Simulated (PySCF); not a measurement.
C3H3N2, SMILES [nH]1ncc[c]1, multiplicity 2. Geometry optimised at PBE-D3(BJ)/def2-SVP. The isomer is the one that the SMILES or the coordinates give; other isomers of the formula were not compared.

All values below come from PBE-D3(BJ)/def2-SVP in PySCF 2.14.0.

Harmonic wavenumbers (cm⁻¹): 471, 579, 667, 751, 843, 853, 885, 1009, 1062, 1153, 1226, 1296, 1371, 1415, 1497, 3167, 3215, 3578. Rotational constants (GHz): 10.68, 9.222, 4.948; symmetry number 1.

Q: Work out the zero-point energy and the ideal-gas rigid-rotor harmonic-oscillator thermochemistry at 298.15 K and 1 atm.

A: ZPE = ½ Σ hcν = ½ × 25037 cm⁻¹ = 149.76 kJ/mol. H − E(el) = 162.19 kJ/mol. Entropy in J/(mol K): translation 161.20, rotation 100.43, vibration 11.05, spin 5.76, total 278.44. G − E(el) = 79.17 kJ/mol. Cp = 63.56 J/(mol K).
